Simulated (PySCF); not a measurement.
Computed shifts of a molecule CH₄BFO₂, PBE0/pcSseg-1 (PySCF), GIAO, gas phase, equivalent atoms averaged, in ppm (number of nuclei): ¹⁹F: -140.9 (1). ¹H: 4.06 (3), 3.34 (1). ¹³C: 54.7 (1). References: ¹¹B against BF3 (σ = 88.8 ppm); ¹⁹F against CFCl3 (σ = 167.2 ppm); ¹⁷O against H2O (σ = 334.2 ppm); ¹H against TMS (σ = 31.56 ppm); ¹³C against TMS (σ = 186.3 ppm), references at their B3LYP-D3(BJ)/def2-TZVP geometries, non-relativistic. Geometry: PBE0-D3(BJ)/def2-SVP. The values are those of a single conformer.

Pick the molecule that these values belong to.
A. OB(O)CF
B. OCB(O)F
C. COB(O)F

C, COB(O)F
